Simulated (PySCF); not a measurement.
Predicted microwave data (B3LYP/def2-SVPD in PySCF (dipole) on a GFN2-xTB geometry, gas phase) for one isomer of C6H10FN:

```
Rotational constants : A = 3012, B = 1228, C = 1078 MHz
Dipole components    : |μa| = 1.27 D, |μb| = 3.28 D, |μc| = 1.33 D
Inertial defect      : -110.39 u·Å²
κ                    : -0.84
```

**Question.** Which candidate fits, each taken in the one conformer that was computed?
A. `[H]/[N:7]=[C:6]1\[CH2:5][CH2:4][C@:2]([CH3:1])([F:3])[CH2:8]1` with C1–C2–C4–C5 -159°, C2–C4–C5–C6 31°, C4–C5–C6–N7 162°, C5–C6–C8–C2 -2°
B. `[CH3:1][C:2]1=[N:3][CH2:4][C@H:5]([F:6])[CH2:7][CH2:8]1` with C2–N3–C4–C5 4°, N3–C4–C5–F6 88°, C4–C5–C7–C8 55°, C5–C7–C8–C2 -51°
C. `[CH3:1][CH2:2][C@@H:3]1[CH:4]=[N:5][CH2:6][C@@H:7]1[F:8]` with C1–C2–C3–C4 -172°
D. `[CH3:1][C@@H:2]([F:3])[CH2:4][C@@H:5]([CH3:6])[C:7]#[N:8]` with C1–C2–C4–C5 177°, C2–C4–C5–C6 174°

**Answer.** D. It is C[C@@H](F)C[C@@H](C)C#N, an asymmetric top, point group C1. The candidates at the same level (rigid rotor, commonest isotopes):

```tsv
SMILES	A (MHz)	B (MHz)	C (MHz)	μa (D)	μb (D)	μc (D)	Δ (u·Å²)	point group	rotor
CC1=NC[C@H](F)CC1	3669	1615	1367	0.21	1.59	1.58	-80.88	C1	asymmetric top
C[C@@H](F)C[C@@H](C)C#N	3012	1228	1078	1.27	3.28	1.33	-110.39	C1	asymmetric top
[H]/N=C1\CC[C@](C)(F)C1	3715	1538	1407	0.75	1.72	1.81	-105.45	C1	asymmetric top
CC[C@@H]1C=NC[C@@H]1F	3477	1712	1281	1.38	0.58	1.62	-46.07	C1	asymmetric top
```

`[H]/N=C1\CC[C@](C)(F)C1` has C 31 % too high; `CC[C@@H]1C=NC[C@@H]1F` has B 39 % too high; `CC1=NC[C@H](F)CC1` has B 32 % too high. No structure here is proved a minimum.
